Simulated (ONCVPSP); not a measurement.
## Varying the ONCV potential for H (Z = 1)

Base potential:

- Element: hydrogen (H)
- Generator: ONCVPSP 4.0.1
- Type: optimised norm-conserving Vanderbilt (ONCV)
- Functional: PBE
- Relativity: scalar-relativistic
- Frozen core: none
- Valence charge: 1
- Reference configuration: 1s1
- Partial waves: 1s: rc 1.25 bohr, ncon 4, nbas 7, qcut 4.9 1/bohr, 1 projector; p scattering state at 0.45 Ha: rc 1.25 bohr, ncon 4, nbas 7, qcut 7.9 1/bohr, 2 projectors, debl 3.4 Ha
- Local potential: polynomial inside 0.95 bohr (lpopt 5, dvloc0 0 Ha)
- Core correction: none

All-electron outer shells of the reference configuration (PBE, scalar-relativistic, ld1.x):

| shell | level (eV) | outermost node (bohr) | outermost maximum (bohr) |
| --- | --- | --- | --- |
| 1s | -6.49 | – | 1.03 |

Cutoffs, loose and tight: the cutoffs (Ha) at which the residual kinetic energy of the hardest occupied pseudo-wave falls to 1 and 0.1 mHa per electron. They do not see the model core or the augmentation charge, which bear on the density cutoff. Test errors are all-electron minus pseudo excitation energies from the reference, over the configurations 1s0.5. A dash means not determined; rows that change the core or the reference have their own tests.

| change | outcome | cutoff, loose | cutoff, tight | bound ghosts | GHOST(+) flags above zero |
| --- | --- | --- | --- | --- | --- |
| base | generated | 13 Ha | 61 Ha | none | none |
| s: rc 0.9; local potential polynomial inside 0.90 bohr (lpopt 5, dvloc0 0 Ha) | generated | 23 Ha | 126 Ha | none | none |
| s: rc 0.98 | generated | 20 Ha | 105 Ha | none | none |
| s: rc 1.08 | generated | 16 Ha | 86 Ha | none | none |
| s: rc 1.26 | generated | 12 Ha | 59 Ha | none | none |
| s: rc 1.36 | generated | 11 Ha | 48 Ha | none | none |
| s: rc 1.44 | generated | 10 Ha | 31 Ha | none | none |
| s: rc 1.58 | generated | 9.5 Ha | 19 Ha | none | none |
| s: rc 1.7 | generated | 8.8 Ha | 12 Ha | none | none |
| s: rc 1.82 | generated | 8.3 Ha | 11 Ha | none | none |

Reading the sweep of the s radius (base included, trends over the rows without a ghost): The loose cutoff falls from 23 Ha at 0.9 to 8.3 Ha at 1.82 bohr. A larger radius leaves more room for a smooth pseudo-wave, so fewer plane waves are needed; a smaller one forces it to follow the all-electron wave where it bends sharply.
